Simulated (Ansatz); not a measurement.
## Worked example: a bond strength in HfF4 (SMILES F[Hf](F)(F)F)

The species is HfF4 (5 atoms), meant as a singlet with charge 0. SMILES: `F[Hf](F)(F)F`. The shape was relaxed beforehand at PBE0/def2-SVP.

```xyz
5

F    -0.9120   -0.1124    1.6675
Hf    0.0000    0.0000    0.0000
F     1.6288   -0.9807    0.1001
F    -1.0971   -0.7303   -1.3739
F     0.3804    1.8235   -0.3936
```

Wanted: the dissociation energy of the F3–Hf2 bond into doublet F and doublet HfF3 (shapes relaxed at PBE0/def2-SVP, no zero-point term). 1 Eh = 2625.50 kJ/mol = 27.2114 eV. Totals in Eh; open shells run unrestricted unless said.

```
                            level  program         HfF4   doublet F  doublet HfF3
 r2SCAN/def2-SVP (core potential)   Ansatz  -447.280954  -99.598774   -347.429563
  B3LYP/def2-SVP (core potential)   Ansatz  -447.437368  -99.640474   -347.546770
wB97M-V/def2-SVP (core potential)   Ansatz  -447.243195  -99.614309   -347.372941
```

Task: Work out the dissociation energy at each level.

Result: 
1. r2SCAN/def2-SVP (core potential): (-99.598774) + (-347.429563) − (-447.280954) = 0.252617 Eh = 663.2 kJ/mol = 6.87 eV.
2. B3LYP/def2-SVP (core potential): (-99.640474) + (-347.546770) − (-447.437368) = 0.250124 Eh = 656.7 kJ/mol = 6.81 eV.
3. wB97M-V/def2-SVP (core potential): (-99.614309) + (-347.372941) − (-447.243195) = 0.255945 Eh = 672.0 kJ/mol = 6.96 eV.

The levels span 657 to 672 kJ/mol; no measured value is set beside them. A bond enthalpy at 298 K also holds the loss of zero-point energy and thermal terms.
